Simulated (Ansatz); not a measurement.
Wavefunction ladder for CH₃Cl₃SSi (`CS[Si](Cl)(Cl)Cl`)

Z-matrix (Å, degrees):
```
C
S 1 1.818
H 1 1.089 2 110.9
H 1 1.089 2 105.9 3 118.4
H 1 1.089 2 110.9 3 -123.2
Si 2 2.093 1 99.4 3 61.8
Cl 6 2.027 2 107.0 1 -179.9
Cl 6 2.039 2 112.1 1 -59.8
Cl 6 2.039 2 112.1 1 59.9
```

The species carries charge 0 and has multiplicity 1. All single points use the PBE0-D4/def2-TZVP geometry. It is one conformer, not always the lowest. Frozen core, restricted reference, Ansatz 0.2.0. CBS rows extrapolate triple and quadruple zeta; past MP2 they add the triple-zeta difference.

| basis | HF (Eh) | MP2 corr. |
| --- | --- | --- |
| def2-SVP | -2104.08098 | -0.75995 |
| def2-TZVPP | -2104.84813 | -1.03111 |
| def2-QZVPP | -2104.90813 | -1.12848 |

Question: Estimate the CCSD correlation energy and the (T) correction in each basis where they were run (hartree).

Answer: 
```
     basis  CCSD corr.       (T)
  def2-SVP    -0.82314  -0.02174
def2-TZVPP    -1.10149  -0.05046
 CBS(def2)    -1.27099     as TZ
```
